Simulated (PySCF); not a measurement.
B$_{2}$F$_{4}$, charge +1, doublet, at a GFN2-xTB geometry (a state made from the parent by changing its charge; the spin is typed, not shown lowest); PySCF with B3LYP/6-31G*.

Input for PySCF:
```python
from pyscf import gto, scf, dft

mol = gto.Mole()
mol.atom = '''
    F    -1.52670840   -0.94712670    0.67178794
    B    -0.97967904   -0.05670706   -0.04923512
    F    -1.55074709    0.76899342   -0.82644972
    B     0.97967904    0.05670706    0.04923512
    F     1.62568913   -0.73110385   -0.70838448
    F     1.45176636    0.90923713    0.86304626
'''
mol.basis = '6-31g*'
mol.charge = 1
mol.spin = 1
mol.verbose = 4
mol.build()

mf = dft.UKS(mol)
mf.xc = 'b3lyp'
mf.kernel()
mf.analyze()
```

Problem. Predict the main parts of the log of this PySCF run.

Solution. 
```
PySCF version 2.14.0

[INPUT] verbose = 4
[INPUT] num. atoms = 6
[INPUT] num. electrons = 45
[INPUT] charge = 1
[INPUT] spin (= nelec alpha-beta = 2S) = 1
[INPUT] symmetry False subgroup None
[INPUT] Mole.unit = angstrom
[INPUT] Symbol           X                Y                Z      unit          X                Y                Z       unit  Magmom
[INPUT]  1 F     -1.526708400000  -0.947126700000   0.671787940000 AA   -2.885060748073  -1.789810068263   1.269495220386 Bohr   0.0
[INPUT]  2 B     -0.979679040000  -0.056707060000  -0.049235120000 AA   -1.851325075577  -0.107160812729  -0.093040892510 Bohr   0.0
[INPUT]  3 F     -1.550747090000   0.768993420000  -0.826449720000 AA   -2.930487288566   1.453186955393  -1.561763626523 Bohr   0.0
[INPUT]  4 B      0.979679040000   0.056707060000   0.049235120000 AA    1.851325075577   0.107160812729   0.093040892510 Bohr   0.0
[INPUT]  5 F      1.625689130000  -0.731103850000  -0.708384480000 AA    3.072107219382  -1.381586045115  -1.338652658092 Bohr   0.0
[INPUT]  6 F      1.451766360000   0.909237130000   0.863046260000 AA    2.743440817257   1.718209157986   1.630921064230 Bohr   0.0

nuclear repulsion = 203.013587418725
number of shells = 36
number of NR pGTOs = 162
number of NR cGTOs = 84
basis = 6-31g*
ecp = {}

******** <class 'pyscf.dft.uks.UKS'> ********
method = UKS
initial guess = minao
damping factor = 0
level_shift factor = 0
DIIS = <class 'pyscf.scf.diis.CDIIS'>
diis_start_cycle = 1
diis_space = 8
diis_damp = 0
SCF conv_tol = 1e-09
SCF conv_tol_grad = None
SCF max_cycles = 50
direct_scf = True
direct_scf_tol = 1e-13
number electrons alpha = 23  beta = 22
XC library pyscf.dft.libxc version 7.1.2
    S. Lehtola, C. Steigemann, M. J. T. Oliveira, and M. A. L. Marques,  SoftwareX 7, 1–5 (2018)
XC functionals = b3lyp
    P. J. Stephens, F. J. Devlin, C. F. Chabalowski, and M. J. Frisch,  J. Phys. Chem. 98, 11623 (1994)
radial grids:
    Treutler-Ahlrichs [JCP 102, 346 (1995); DOI:10.1063/1.469408] (M4) radial grids

becke partition: Becke, JCP 88, 2547 (1988); DOI:10.1063/1.454033
pruning grids: <function nwchem_prune>
grids dens level: 3
symmetrized grids: False
atomic radii adjust function: <function treutler_atomic_radii_adjust>
small_rho_cutoff = 0
Set gradient conv threshold to 3.16228e-05
tot grids = 85144
init E= -449.948639992027

cycle= 1 E= -448.686272001646  delta_E= 1.26  |g|= 0.679  |ddm|= 1.88
cycle= 2 E= -448.264992344559  delta_E= 0.421  |g|= 1.33  |ddm|= 1.08
cycle= 3 E= -448.866397042735  delta_E= -0.601  |g|= 0.0231  |ddm|= 0.676
cycle= 4 E= -448.866623393052  delta_E= -0.000226  |g|= 0.00783  |ddm|= 0.0232
cycle= 5 E= -448.866649342351  delta_E= -2.59e-05  |g|= 0.000915  |ddm|= 0.00699
cycle= 6 E= -448.866650003439  delta_E= -6.61e-07  |g|= 0.000302  |ddm|= 0.0013
cycle= 7 E= -448.866650069587  delta_E= -6.61e-08  |g|= 6.04e-05  |ddm|= 0.000358
cycle= 8 E= -448.866650072248  delta_E= -2.66e-09  |g|= 5.05e-05  |ddm|= 8.46e-05
cycle= 9 E= -448.866650073044  delta_E= -7.96e-10  |g|= 2.46e-05  |ddm|= 3.95e-05
Extra cycle  E= -448.866650072622  delta_E= 4.21e-10  |g|= 4.47e-05  |ddm|= 3.74e-05
converged SCF energy = -448.866650072622  <S^2> = 0.75163405  2S+1 = 2.0016334
**** SCF Summaries ****
Total Energy =                        -448.866650072622463
Nuclear Repulsion Energy =             203.013587418725308
One-electron Energy =                -1014.526870834849888
Two-electron Energy =                  362.646633343502117
Two-electron Coulomb Energy =          412.419234252799811
DFT Exchange-Correlation Energy =      -49.772600909297708
**** MO energy ****
                             alpha | beta                alpha | beta
MO #1   energy= -25.0157190487514  | -25.0117345387688  occ= 1 | 1
MO #2   energy= -25.0157122203129  | -25.0117278691598  occ= 1 | 1
MO #3   energy= -25.0156916271852  | -25.011705640238   occ= 1 | 1
MO #4   energy= -25.0156895896762  | -25.0117038543705  occ= 1 | 1
MO #5   energy= -7.18311273806329  | -7.17858310864412  occ= 1 | 1
MO #6   energy= -7.18309418676595  | -7.17856131416778  occ= 1 | 1
MO #7   energy= -1.54159135426958  | -1.53274108633553  occ= 1 | 1
MO #8   energy= -1.53919180159908  | -1.53045667105505  occ= 1 | 1
MO #9   energy= -1.52050096511722  | -1.51120952216667  occ= 1 | 1
MO #10  energy= -1.52027246427086  | -1.51098399869914  occ= 1 | 1
MO #11  energy= -0.882030046408618 | -0.860626424980723 occ= 1 | 1
MO #12  energy= -0.855831425498514 | -0.850381407080504 occ= 1 | 1
MO #13  energy= -0.832586038367405 | -0.820303283877744 occ= 1 | 1
MO #14  energy= -0.831751382777464 | -0.819565723403423 occ= 1 | 1
MO #15  energy= -0.825527605689773 | -0.800520904729975 occ= 1 | 1
MO #16  energy= -0.780474590779728 | -0.776799696376643 occ= 1 | 1
MO #17  energy= -0.779553066755343 | -0.775980818750269 occ= 1 | 1
MO #18  energy= -0.76603543053048  | -0.743027578207015 occ= 1 | 1
MO #19  energy= -0.721749841817336 | -0.718514892542025 occ= 1 | 1
MO #20  energy= -0.720286965154285 | -0.717060957807846 occ= 1 | 1
MO #21  energy= -0.717018737246918 | -0.703163498611643 occ= 1 | 1
MO #22  energy= -0.716202075828207 | -0.702172633063689 occ= 1 | 1
MO #23  energy= -0.621060756965516 | -0.500770230741657 occ= 1 | 0
MO #24  energy= -0.282641707547231 | -0.267263832707923 occ= 0 | 0
MO #25  energy= -0.27287882834432  | -0.25814722326662  occ= 0 | 0
MO #26  energy= -0.167888428218942 | -0.140049589310774 occ= 0 | 0
MO #27  energy= -0.0825288294636501 | -0.0747156688703083 occ= 0 | 0
MO #28  energy= -0.0204978354092797 | -0.0026780038045926 occ= 0 | 0
MO #29  energy= 0.00267231566382309 | 0.00967168732212187 occ= 0 | 0
MO #30  energy= 0.0190814847032175 | 0.0252787000656354 occ= 0 | 0
MO #31  energy= 0.164831276069951  | 0.16872047578938   occ= 0 | 0

To work with the spin densities directly, `use mulliken_meta_spin()` only printing them here.

 ** Mulliken spin pop alpha/beta on meta-lowdin orthogonal AOs **
 ** Mulliken Spin Density (per AO)  **
spin_pop of  0 F 1s       -0.00000
spin_pop of  0 F 2s        0.00167
spin_pop of  0 F 3s       -0.00002
spin_pop of  0 F 2px       0.10721
spin_pop of  0 F 2py       0.00047
spin_pop of  0 F 2pz      -0.00108
spin_pop of  0 F 3px       0.00074
spin_pop of  0 F 3py       0.00010
spin_pop of  0 F 3pz       0.00012
spin_pop of  0 F 3dxy      0.00010
spin_pop of  0 F 3dyz      0.00004
spin_pop of  0 F 3dz^2    -0.00002
spin_pop of  0 F 3dxz      0.00007
spin_pop of  0 F 3dx2-y2   -0.00003
spin_pop of  1 B 1s        0.00004
spin_pop of  1 B 2s        0.11794
spin_pop of  1 B 3s        0.00051
spin_pop of  1 B 2px       0.15431
spin_pop of  1 B 2py      -0.00217
spin_pop of  1 B 2pz      -0.00090
spin_pop of  1 B 3px       0.00886
spin_pop of  1 B 3py      -0.00004
spin_pop of  1 B 3pz       0.00001
spin_pop of  1 B 3dxy     -0.00008
spin_pop of  1 B 3dyz      0.00010
spin_pop of  1 B 3dz^2     0.00061
spin_pop of  1 B 3dxz     -0.00010
spin_pop of  1 B 3dx2-y2    0.00219
spin_pop of  2 F 1s       -0.00000
spin_pop of  2 F 2s        0.00167
spin_pop of  2 F 3s       -0.00002
spin_pop of  2 F 2px       0.10758
spin_pop of  2 F 2py      -0.00086
spin_pop of  2 F 2pz      -0.00013
spin_pop of  2 F 3px       0.00073
spin_pop of  2 F 3py       0.00014
spin_pop of  2 F 3pz       0.00009
spin_pop of  2 F 3dxy      0.00010
spin_pop of  2 F 3dyz      0.00004
spin_pop of  2 F 3dz^2    -0.00002
spin_pop of  2 F 3dxz      0.00008
spin_pop of  2 F 3dx2-y2   -0.00004
spin_pop of  3 B 1s        0.00004
spin_pop of  3 B 2s        0.11794
spin_pop of  3 B 3s        0.00051
spin_pop of  3 B 2px       0.15425
spin_pop of  3 B 2py      -0.00168
spin_pop of  3 B 2pz      -0.00134
spin_pop of  3 B 3px       0.00886
spin_pop of  3 B 3py      -0.00002
spin_pop of  3 B 3pz      -0.00001
spin_pop of  3 B 3dxy     -0.00008
spin_pop of  3 B 3dyz      0.00009
spin_pop of  3 B 3dz^2     0.00065
spin_pop of  3 B 3dxz     -0.00009
spin_pop of  3 B 3dx2-y2    0.00214
spin_pop of  4 F 1s       -0.00000
spin_pop of  4 F 2s        0.00167
spin_pop of  4 F 3s       -0.00002
spin_pop of  4 F 2px       0.10853
spin_pop of  4 F 2py      -0.00094
spin_pop of  4 F 2pz      -0.00101
spin_pop of  4 F 3px       0.00070
spin_pop of  4 F 3py       0.00013
spin_pop of  4 F 3pz       0.00013
spin_pop of  4 F 3dxy      0.00011
spin_pop of  4 F 3dyz      0.00002
spin_pop of  4 F 3dz^2    -0.00003
spin_pop of  4 F 3dxz      0.00010
spin_pop of  4 F 3dx2-y2   -0.00004
spin_pop of  5 F 1s       -0.00000
spin_pop of  5 F 2s        0.00167
spin_pop of  5 F 3s       -0.00002
spin_pop of  5 F 2px       0.10628
spin_pop of  5 F 2py       0.00033
spin_pop of  5 F 2pz      -0.00001
spin_pop of  5 F 3px       0.00076
spin_pop of  5 F 3py       0.00010
spin_pop of  5 F 3pz       0.00010
spin_pop of  5 F 3dxy      0.00008
spin_pop of  5 F 3dyz      0.00006
spin_pop of  5 F 3dz^2    -0.00002
spin_pop of  5 F 3dxz      0.00007
spin_pop of  5 F 3dx2-y2   -0.00003
 ** Mulliken Spin Density (per atom)  **
spin density of  0 F =      0.10937
spin density of  1 B =      0.28128
spin density of  2 F =      0.10936
spin density of  3 B =      0.28127
spin density of  4 F =      0.10936
spin density of  5 F =      0.10937
 ** Mulliken pop alpha/beta on meta-lowdin orthogonal AOs **
 ** Mulliken pop       alpha | beta **
In total            23.00000 | 22.00000
 ** Mulliken atomic charges   ( Nelec_alpha | Nelec_beta ) **
charge of  0F =     -0.09726  (     4.60331      4.49395 )
charge of  1B =      0.69454  (     2.29337      2.01209 )
charge of  2F =     -0.09728  (     4.60332      4.49396 )
charge of  3B =      0.69454  (     2.29337      2.01209 )
charge of  4F =     -0.09729  (     4.60332      4.49396 )
charge of  5F =     -0.09725  (     4.60331      4.49394 )

WARN: System has nonzero charge 1; the dipole moment is origin-dependent.
Location of origin: [0. 0. 0.]

Dipole moment(X, Y, Z, Debye):  0.00004,  0.00003,  0.00016
```
